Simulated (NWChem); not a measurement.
System: MgSiNH5; SMILES [SiH3][Mg][NH2]

Input file for NWChem:

```
start job
memory heap 200 mb stack 900 mb global 1100 mb
geometry units angstroms noautoz
  Mg    -0.191720     0.705903    -0.000533
  N     -0.211025     2.599076    -0.001396
  H     -0.241654     3.206846     0.812843
  H     -0.191250     3.206826    -0.815981
  Si    -0.168495    -1.868751     0.000556
  H     -0.495655    -2.452958    -1.345215
  H     -1.164607    -2.461953     0.957024
  H      1.164996    -2.445432     0.384819
end
basis spherical
  * library def2-svp
end
dft
  xc mn15-l
  iterations 150
  mulliken
end
task dft energy
```

NWChem printed, in part:

```
             Northwest Computational Chemistry Package (NWChem) 7.3.0
             --------------------------------------------------------

 C1  symmetry detected

                             Geometry "geometry" -> ""
                             -------------------------

 Output coordinates in angstroms (scale by  1.889725989 to convert to a.u.)

  No.       Tag          Charge          X              Y              Z
 ---- ---------------- ---------- -------------- -------------- --------------
    1 Mg                  12.0000     0.00011819    -0.71763155     0.00093961
    2 N                    7.0000     0.00006372    -2.61090255    -0.00059518
    3 H                    1.0000     0.81492811    -3.21860602    -0.00018818
    4 H                    1.0000    -0.81467555    -3.21876744    -0.00044109
    5 Si                  14.0000     0.00020182     1.85712726    -0.00000333
    6 H                    1.0000    -1.33481277     2.43769649    -0.37431132
    7 H                    1.0000     0.98710779     2.44133664    -0.97143257
    8 H                    1.0000     0.34276250     2.44645511     1.33931073

 Effective nuclear repulsion energy (a.u.)     108.5699785558

                                 NWChem DFT Module
                                 -----------------

 Summary of "ao basis" -> "ao basis" (spherical)
 ------------------------------------------------------------------------------
       Tag                 Description            Shells   Functions and Types
 ---------------- ------------------------------  ------  ---------------------
 Mg                         def2-svp                 8       18   4s3p1d
 N                          def2-svp                 6       14   3s2p1d
 H                          def2-svp                 3        5   2s1p
 Si                         def2-svp                 8       18   4s3p1d

            General Information
            -------------------
          SCF calculation type: DFT
          Wavefunction type:  closed shell.
          No. of atoms     :     8
          No. of electrons :    38
           Alpha electrons :    19
            Beta electrons :    19
          Charge           :     0
          Spin multiplicity:     1
          Use of symmetry is: off; symmetry adaption is: off
          Maximum number of iterations: 150
          AO basis - number of functions:    75
                     number of shells:    37
          Convergence on energy requested:  1.00D-06
          Convergence on density requested:  1.00D-05
          Convergence on gradient requested:  5.00D-04

              XC Information
              --------------
                       MN15-L Method XC Functional
                        MN15-L Exchange Functional  1.000
                      MN15-L Correlation Potential  1.000

             Grid Information
             ----------------
          Grid used for XC integration:  medium
          Radial quadrature: Mura-Knowles
          Angular quadrature: Lebedev.
          Tag              B.-S. Rad. Rad. Pts. Rad. Cut. Ang. Pts.
          ---              ---------- --------- --------- ---------
          Mg                  1.50       88          10.0       590
          N                   0.65       49          13.0       434
          H                   0.35       45          14.0       434
          Si                  1.10       88          12.0       590
          Grid pruning is: on
          Number of quadrature shells:   450
          Spatial weights used:  Erf1

      Superposition of Atomic Density Guess
      -------------------------------------

 Sum of atomic energies:        -545.01393167

      Non-variational initial energy
      ------------------------------

 Total energy =    -545.715337
 1-e energy   =    -971.489311
 2-e energy   =     317.203996
 HOMO         =      -0.299555
 LUMO         =      -0.036117

     ---------------------------------------------
      Total Density - Mulliken Population Analysis
     ---------------------------------------------

    Atom       Charge   Shell Charges
 -----------   ------   -------------------------------------------------------
    1 Mg  12    11.21   2.00  1.99  0.72  0.18  5.99  0.16  0.09  0.08
    2 N    7     8.15   1.99  1.05  0.52  2.68  1.91  0.00
    3 H    1     0.76   0.60  0.12  0.05
    4 H    1     0.76   0.60  0.12  0.05
    5 Si  14    13.92   2.00  1.99  1.03  0.31  5.94  1.12  1.45  0.08
    6 H    1     1.06   0.69  0.37  0.01
    7 H    1     1.06   0.69  0.37  0.01
    8 H    1     1.06   0.69  0.37  0.01

   convergence    iter        energy       DeltaE   RMS-Dens  Diis-err
 ---------------- ----- ----------------- --------- --------- ---------
 d= 0,ls=0.0,diis     1   -546.8101997502 -6.55D+02  2.57D-02  7.24D-01
 d= 0,ls=0.0,diis     2   -546.1981150282  6.12D-01  2.16D-02  3.88D+00
 d= 0,ls=0.0,diis     3   -546.8899175261 -6.92D-01  2.93D-03  4.70D-02
 d= 0,ls=0.0,diis     4   -546.8976521783 -7.73D-03  1.05D-03  1.57D-03
 d= 0,ls=0.0,diis     5   -546.8979203419 -2.68D-04  2.51D-04  1.98D-04
  Resetting Diis
 d= 0,ls=0.0,diis     6   -546.8979594524 -3.91D-05  5.39D-05  1.68D-05
 d= 0,ls=0.0,diis     7   -546.8979617713 -2.32D-06  2.80D-05  7.88D-07
 d= 0,ls=0.0,diis     8   -546.8979616033  1.68D-07  1.44D-05  2.10D-06
 d= 0,ls=0.0,diis     9   -546.8979619161 -3.13D-07  2.58D-06  4.02D-08

         Total DFT energy =     -546.897961916075
      One electron energy =     -973.727876005923
           Coulomb energy =      364.159544358854
    Exchange-Corr. energy =      -45.899608824776
 Nuclear repulsion energy =      108.569978555770

 Numeric. integr. density =       37.999990915214

                       DFT Final Molecular Orbital Analysis
                       ------------------------------------

 Vector   17  Occ=2.000000D+00  E=-3.102280D-01
              MO Center=  3.0D-01,  2.2D+00,  3.6D-01, r^2= 2.2D+00
   Bfn.  Coefficient  Atom+Function         Bfn.  Coefficient  Atom+Function
  ----- ------------  ---------------      ----- ------------  ---------------
    71      0.370214  8 H  s                 52      0.270244  5 Si pz
    66     -0.256914  7 H  s                 55      0.240599  5 Si pz
    72      0.197758  8 H  s                 49     -0.161153  5 Si pz
    67     -0.137644  7 H  s                 61     -0.113147  6 H  s
    62     -0.060786  6 H  s                 57      0.031175  5 Si d -1

 Vector   18  Occ=2.000000D+00  E=-2.327355D-01
              MO Center=  5.6D-04,  1.0D+00,  8.3D-04, r^2= 3.1D+00
   Bfn.  Coefficient  Atom+Function         Bfn.  Coefficient  Atom+Function
  ----- ------------  ---------------      ----- ------------  ---------------
    54      0.363980  5 Si py                51      0.299859  5 Si py
     3     -0.273355  1 Mg s                 46     -0.182159  5 Si s
    48     -0.170454  5 Si py                 9     -0.166839  1 Mg py
     2     -0.157364  1 Mg s                 45     -0.126618  5 Si s
     6     -0.123559  1 Mg py                61      0.119362  6 H  s

 Vector   19  Occ=2.000000D+00  E=-1.958604D-01
              MO Center=  5.8D-05, -2.5D+00, -5.4D-04, r^2= 1.3D+00
   Bfn.  Coefficient  Atom+Function         Bfn.  Coefficient  Atom+Function
  ----- ------------  ---------------      ----- ------------  ---------------
    24      0.531770  2 N  pz                27     -0.464160  2 N  pz
    13     -0.175214  1 Mg pz                15      0.093578  1 Mg d -1
    10     -0.076450  1 Mg pz                 7     -0.063827  1 Mg pz
    72      0.030110  8 H  s                 37     -0.025687  3 H  pz
    42     -0.025686  4 H  pz

 Vector   20  Occ=0.000000D+00  E=-4.925548D-02
              MO Center= -4.4D-02, -3.0D-02,  3.4D-02, r^2= 5.5D+00
   Bfn.  Coefficient  Atom+Function         Bfn.  Coefficient  Atom+Function
  ----- ------------  ---------------      ----- ------------  ---------------
    11      0.762598  1 Mg px                62      0.311201  6 H  s
    53      0.244047  5 Si px                67     -0.237742  7 H  s
     8      0.208437  1 Mg px                 5      0.146758  1 Mg px
    14      0.138489  1 Mg d -2              61      0.133017  6 H  s
    34     -0.112688  3 H  s                 39      0.104664  4 H  s

 Vector   21  Occ=0.000000D+00  E=-4.791041D-02
              MO Center=  7.5D-02, -6.3D-01,  2.1D-03, r^2= 7.3D+00
   Bfn.  Coefficient  Atom+Function         Bfn.  Coefficient  Atom+Function
  ----- ------------  ---------------      ----- ------------  ---------------
     4      1.089381  1 Mg s                 46     -0.584865  5 Si s
    54      0.338767  5 Si py                21     -0.320308  2 N  s
    45     -0.246328  5 Si s                  3      0.168159  1 Mg s
     2      0.155092  1 Mg s                 44     -0.155558  5 Si s
    20     -0.149906  2 N  s                 51      0.134412  5 Si py

 Vector   22  Occ=0.000000D+00  E=-3.983616D-02
              MO Center= -3.5D-02,  5.0D-02, -3.7D-02, r^2= 5.5D+00
   Bfn.  Coefficient  Atom+Function         Bfn.  Coefficient  Atom+Function
  ----- ------------  ---------------      ----- ------------  ---------------
    13      0.709330  1 Mg pz                72     -0.351605  8 H  s
    55      0.285323  5 Si pz                67      0.253275  7 H  s
    15      0.203610  1 Mg d -1              10      0.188228  1 Mg pz
    24      0.164188  2 N  pz                27     -0.162233  2 N  pz
    71     -0.145001  8 H  s                  7      0.130253  1 Mg pz

     ---------------------------------------------
      Total Density - Mulliken Population Analysis
     ---------------------------------------------

[...]
```

Level: MN15-L/def2-SVP. Coordinates come from a PBE0/def2-SVP optimisation.
